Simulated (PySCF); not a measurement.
C3H7O (SMILES CC(C)=[OH+]), charge +1, singlet, at a GFN2-xTB geometry; PySCF with MP2/cc-pVDZ.

Here is a job for PySCF.
```python
from pyscf import gto, scf, mp

mol = gto.M(
    atom='''
O    -0.121965   -0.119431    1.327998
C    -0.007982   -0.010990    0.068806
C     0.073735    1.283612   -0.602300
C     0.048491   -1.253400   -0.695854
H    -0.322808    2.104262   -0.004943
H     0.332738   -2.096634   -0.068232
H    -0.402342    1.262464   -1.581957
H     1.130510    1.502235   -0.797786
H     0.692597   -1.168454   -1.569355
H    -0.955880   -1.466878   -1.079958
H    -0.184562    0.703124    1.854335
''',
    basis='cc-pvdz',
    charge=1,
    spin=0,
    verbose=4,
)

mf = scf.RHF(mol)
mf.kernel()

pt = mp.MP2(mf, frozen=4)
pt.kernel()
print('E(MP2) = %.10f' % pt.e_tot)
```

What the program printed (banner, timings and long lists left out):

```
PySCF version 2.14.0

[INPUT] verbose = 4
[INPUT] num. atoms = 11
[INPUT] num. electrons = 32
[INPUT] charge = 1
[INPUT] spin (= nelec alpha-beta = 2S) = 0
[INPUT] symmetry False subgroup None
[INPUT] Mole.unit = angstrom
[INPUT] Symbol           X                Y                Z      unit          X                Y                Z       unit  Magmom
[INPUT]  1 O     -0.121965000000  -0.119431000000   1.327998000000 AA   -0.230480446783  -0.225691880783   2.509552513970 Bohr   0.0
[INPUT]  2 C     -0.007982000000  -0.010990000000   0.068806000000 AA   -0.015083793926  -0.020768090109   0.130024495727 Bohr   0.0
[INPUT]  3 C      0.073735000000   1.283612000000  -0.602300000000 AA    0.139338955795   2.425675130205  -1.138182044826 Bohr   0.0
[INPUT]  4 C      0.048491000000  -1.253400000000  -0.695854000000 AA    0.091634709506  -2.368582724530  -1.314973482683 Bohr   0.0
[INPUT]  5 H     -0.322808000000   2.104262000000  -0.004943000000 AA   -0.610018710819   3.976478874330  -0.009340916234 Bohr   0.0
[INPUT]  6 H      0.332738000000  -2.096634000000  -0.068232000000 AA    0.628783691236  -3.962064043451  -0.128939792931 Bohr   0.0
[INPUT]  7 H     -0.402342000000   1.262464000000  -1.581957000000 AA   -0.760316188410   2.385711202123  -2.989465470839 Bohr   0.0
[INPUT]  8 H      1.130510000000   1.502235000000  -0.797786000000 AA    2.136354281082   2.838812724736  -1.507597046012 Bohr   0.0
[INPUT]  9 H      0.692597000000  -1.168454000000  -1.569355000000 AA    1.308818644695  -2.208058049153  -2.965651142217 Bohr   0.0
[INPUT] 10 H     -0.955880000000  -1.466878000000  -1.079958000000 AA   -1.806351407949  -2.771997678150  -2.040824846033 Bohr   0.0
[INPUT] 11 H     -0.184562000000   0.703124000000   1.854335000000 AA   -0.348771633002   1.328711791609   3.504185293195 Bohr   0.0

nuclear repulsion = 129.22381434036
number of shells = 41
number of NR pGTOs = 153
number of NR cGTOs = 91
basis = cc-pvdz
ecp = {}

******** <class 'pyscf.scf.hf.RHF'> ********
method = RHF
initial guess = minao
damping factor = 0
level_shift factor = 0
DIIS = <class 'pyscf.scf.diis.CDIIS'>
diis_start_cycle = 1
diis_space = 8
diis_damp = 0
SCF conv_tol = 1e-09
SCF conv_tol_grad = None
SCF max_cycles = 50
direct_scf = True
direct_scf_tol = 1e-13
Set gradient conv threshold to 3.16228e-05
Initial guess from minao.
init E= -193.368925644922
  HOMO = -0.368201809129355  LUMO = 0.00467764840950835  gap/eV = 10.14657
cycle= 1 E= -192.199176266113  delta_E= 1.17  |g|= 0.621  |ddm|= 2.78
  HOMO = -0.791080473829726  LUMO = -0.225545721306192  gap/eV = 15.38898
cycle= 2 E= -192.285396365139  delta_E= -0.0862  |g|= 0.31  |ddm|= 0.717
  HOMO = -0.740989191947808  LUMO = -0.131547421018057  gap/eV = 16.58376
cycle= 3 E= -192.306392371253  delta_E= -0.021  |g|= 0.0718  |ddm|= 0.231
  HOMO = -0.740520378820364  LUMO = -0.120958626696005  gap/eV = 16.85913
cycle= 4 E= -192.30781307919  delta_E= -0.00142  |g|= 0.0217  |ddm|= 0.0774
  HOMO = -0.744216732963131  LUMO = -0.124894475763023  gap/eV = 16.85262
cycle= 5 E= -192.307948389734  delta_E= -0.000135  |g|= 0.00429  |ddm|= 0.024
  HOMO = -0.744248693779771  LUMO = -0.123945537831399  gap/eV = 16.87931
cycle= 6 E= -192.307960486071  delta_E= -1.21e-05  |g|= 0.00131  |ddm|= 0.00722
  HOMO = -0.744276260618584  LUMO = -0.123940856268349  gap/eV = 16.88019
cycle= 7 E= -192.307961634182  delta_E= -1.15e-06  |g|= 0.000282  |ddm|= 0.00257
  HOMO = -0.744316708011102  LUMO = -0.123909652952664  gap/eV = 16.88214
cycle= 8 E= -192.307961686941  delta_E= -5.28e-08  |g|= 6.76e-05  |ddm|= 0.000524
  HOMO = -0.744299714822863  LUMO = -0.123901313720709  gap/eV = 16.88190
cycle= 9 E= -192.307961688923  delta_E= -1.98e-09  |g|= 1.19e-05  |ddm|= 0.000106
  HOMO = -0.744299208442801  LUMO = -0.123901762832334  gap/eV = 16.88187
cycle= 10 E= -192.307961689016  delta_E= -9.28e-11  |g|= 4.26e-06  |ddm|= 2.25e-05
  HOMO = -0.744299090313741  LUMO = -0.123901699619971  gap/eV = 16.88187
Extra cycle  E= -192.307961689029  delta_E= -1.4e-11  |g|= 2.09e-06  |ddm|= 5.75e-06
converged SCF energy = -192.307961689029

******** <class 'pyscf.mp.mp2.RMP2'> ********
nocc = 12, nmo = 87
frozen orbitals 4
E(RMP2) = -192.895587848357  E_corr = -0.587626159327445
E(SCS-RMP2) = -192.890494051897  E_corr = -0.582532362867976
E_corr(same-spin) = -0.141483494221105
E_corr(oppo-spin) = -0.446142665106339
E(MP2) = -192.8955878484
```
